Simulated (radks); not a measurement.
Problem. The lutetium ion Lu4+, 67 electrons, occupied as [Xe] 4f12 6p1 (not the ground configuration). Method: scalar-relativistic Kohn-Sham, BLYP, spin-polarised, spherical densities, finite nucleus; open shells are filled with parallel spins first (spin-orbit coupling, left out, can overturn this in heavy ions); Fermi nuclear charge, rms radius 5.37 fm; computed with a radial shooting solver on a logarithmic mesh with Libxc functionals. Some entries of the table are withheld. Estimate them.

orbital,occ.,eigenvalue (hartree),<r^2> (bohr^2)
1s up,1,-2326.044,0.0005122
1s down,1,-2326.043,0.0005122
2s up,1,-397.9337,0.007921
2s down,1,-397.9322,0.007921
2p up,3,-350.4358,0.006494
2p down,3,-350.4343,0.006494
3s up,1,-92.07164,0.05171
3s down,1,-92.03214,0.05168
3p up,3,-77.81415,0.05228
3p down,3,-77.77451,0.05225
3d up,5,-60.66672,0.04347
3d down,5,-60.63630,0.04343
4s up,1,-20.24167,0.2566
4s down,1,-20.16357,0.2567
4p up,3,-15.54604,0.2911
4p down,3,-15.46992,0.2913
4d up,5,-9.41537,0.3417
4d down,5,-9.34123,0.3423
5s up,1,-4.23846,1.406
5s down,1,-4.20403,1.415
5p up,3,(1),1.860
5p down,3,(2),1.872
4f up,7,(3),0.5373
4f down,5,(4),0.5462
6p up,1,-1.12881,9.624

Solution. 
(1) 5p up eigenvalue (hartree): -3.05012
(2) 5p down eigenvalue (hartree): -3.02374
(3) 4f up eigenvalue (hartree): -2.63933
(4) 4f down eigenvalue (hartree): -2.56997
